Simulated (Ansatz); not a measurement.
## Pulling the pair apart

The pair of H2 (SMILES [H][H], atoms 1–2) and Cl2 (SMILES ClCl, atoms 3–4), both closed shells, in one local arrangement (a lower one may exist), relaxed at PBE0-D4/def2-TZVP:

```tsv
atom	x (Å)	y (Å)	z (Å)
H1	-0.1176	-0.2809	-2.0624
H2	0.0151	-0.0216	-1.3754
Cl3	-0.4321	-0.6981	1.8838
Cl4	0.5346	1.0005	1.5541
```

Cl2 is shifted rigidly along the line between the mean atom positions of the two fragments (negative: closer). Counterpoise interaction energies in kcal/mol. Computed with Ansatz 0.2.0 (basis: def2-TZVPPD); correlated methods freeze the cores. B3LYP uses VWN-RPA correlation.

```json
{"shift (Å)": "-0.31", "PBE0-D4": "-0.19", "B3LYP-D4": "0.03", "r2SCAN-D4": "0.06"}
{"shift (Å)": "-0.16", "PBE0-D4": "-0.34", "B3LYP-D4": "-0.15", "r2SCAN-D4": "-0.10"}
{"shift (Å)": "0.00", "PBE0-D4": "-0.40", "B3LYP-D4": "-0.21", "r2SCAN-D4": "-0.17"}
{"shift (Å)": "0.16", "PBE0-D4": "-0.40", "B3LYP-D4": "-0.22", "r2SCAN-D4": "-0.19"}
{"shift (Å)": "0.38", "PBE0-D4": "-0.35", "B3LYP-D4": "-0.19", "r2SCAN-D4": "-0.18"}
{"shift (Å)": "0.79", "PBE0-D4": "-0.24", "B3LYP-D4": "-0.11", "r2SCAN-D4": "-0.12"}
{"shift (Å)": "1.57", "PBE0-D4": "-0.09", "B3LYP-D4": "-0.04", "r2SCAN-D4": "-0.05"}
{"shift (Å)": "3.15", "PBE0-D4": "-0.02", "B3LYP-D4": "-0.01", "r2SCAN-D4": "-0.01"}
```

What does CCSD(T) give at these shifts? (Judge from chemistry; the value comes from the calculation.)

By the calculation: 0.06, -0.14, -0.23, -0.26, -0.24, -0.17, -0.07, -0.02 kcal/mol. For zero shift, CCSD(T) at an estimated basis limit (MP2 extrapolated from triple and quadruple zeta, plus CCSD(T) − MP2 in triple zeta) gives -0.33 kcal/mol. These are counterpoise interaction energies, counted from the two frozen fragments.

No T1 diagnostic of these runs exceeds 0.009.

For scale, one of the runs: CCSD(T)/def2-TZVPPD, 136 basis functions, launched by `ansatz run in.yaml --threads 2 --pin off --events-out ev --progress --plain --max-ram 5222MiB`. The run took 4.9 s on 2 CPU threads (shared host), with 0.76 GiB of host memory at its peak.
